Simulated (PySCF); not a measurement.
**How methods differ on the ionisation energy of K⁺**

K⁺ [Ar] (1S) → K²⁺ [Ne] 3s2 3p5 (2P), as a difference of total energies. Calculation: PySCF 2.14, in Sapporo-DKH3-DZP-2012 (6s5p1d, 26 functions); the spin-free X2C one-electron Hamiltonian (Gaussian nucleus). Correlated levels: valence: [Ne] 3s2 frozen. The calculations carry no spin-orbit coupling.

```json
{"method": "UHF", "ionisation energy (eV)": "30.477", "difference from reference (eV)": "-1.148"}
{"method": "B3LYP", "ionisation energy (eV)": "31.692", "difference from reference (eV)": "+0.067"}
{"method": "r2SCAN", "ionisation energy (eV)": "31.720", "difference from reference (eV)": "+0.095"}
{"method": "MP2 (valence)", "ionisation energy (eV)": "31.697", "difference from reference (eV)": "+0.072"}
{"method": "SCS-MP2 (valence)", "ionisation energy (eV)": "31.627", "difference from reference (eV)": "+0.002"}
{"method": "CCSD (valence)", "ionisation energy (eV)": "31.641", "difference from reference (eV)": "+0.016"}
{"method": "CCSD(T) (valence)", "ionisation energy (eV)": "31.649", "difference from reference (eV)": "+0.024"}
```

Reference: 31.625 eV (measured; NIST Atomic Spectra Database, ionization energies).

The reference lies between the lowest fine-structure levels, while these numbers refer to the centres of the terms.

Errors of the correlated levels include the incompleteness of this basis and the frozen core.
